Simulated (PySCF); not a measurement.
Spinor energies of Tm(63+) (thulium, charge +63)

Start: [He] 2s2 2p2; 2p1/2 filled at m_j = -1/2, +1/2. Calculated with PySCF 2.14 in an even-tempered Gaussian basis (17 s from 47 bohr⁻², ratio 2.4; 13 p from 60 bohr⁻², ratio 2.4; 5 d from 200 bohr⁻², ratio 2.6; 4 f from 300 bohr⁻², ratio 2.6): generalised Hartree-Fock with the X2C-1e Hamiltonian and a Gaussian nucleus; one run each with spin-orbit coupling (SO) switched off, then screened by Boettger's factors.

```json
{"spinor shell": "1s1/2", "electrons": "2", "ε, spin-free (eV)": "-66387.9", "ε, screened SO (eV)": "-66332.0", "weight of nominal j (screened SO)": "1.000", "rms radius, screened SO (bohr)": "0.0226"}
{"spinor shell": "2s1/2", "electrons": "2", "ε, spin-free (eV)": "-15946.6", "ε, screened SO (eV)": "-15929.4", "weight of nominal j (screened SO)": "1.000", "rms radius, screened SO (bohr)": "0.0884"}
{"spinor shell": "2p1/2", "electrons": "2", "ε, spin-free (eV)": "-14978.9", "ε, screened SO (eV)": "-15687.9", "weight of nominal j (screened SO)": "1.000", "rms radius, screened SO (bohr)": "0.0747"}
```

```csv
quantity,spin-free,screened SO
E (hartree),-7395.37707,-7449.46589
M_J,0,0
⟨J²⟩,2.000,0.000
⟨L²⟩,2.000,1.333
⟨S²⟩,2.000,1.333
```

Breit and QED terms are absent; they matter most for the inner s and p1/2 levels.

Densities and radii are taken from the X2C orbitals without a picture-change correction, which distorts them close to the nucleus.

Without spin-orbit coupling the j labels of p, d and f shells carry no meaning; the spin-free column gives the mean over the occupied spinors of each nl shell.
